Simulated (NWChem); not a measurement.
Species: Tl, doublet

Program: NWChem. Spin-unrestricted. The open p shell is one determinant without spherical averaging. No stability test was run on the SCF state. def2 effective core potentials on Tl; no spin-orbit coupling.

Q: What does the run give for PBE/def2-TZVP? Quantities: highest occupied level (eV); lowest empty minus highest occupied level, either spin (eV); <S²>.

A: 
- highest occupied level (eV) = -2.68
- lowest empty minus highest occupied level, either spin (eV) = 0.15
- <S²> = 0.751
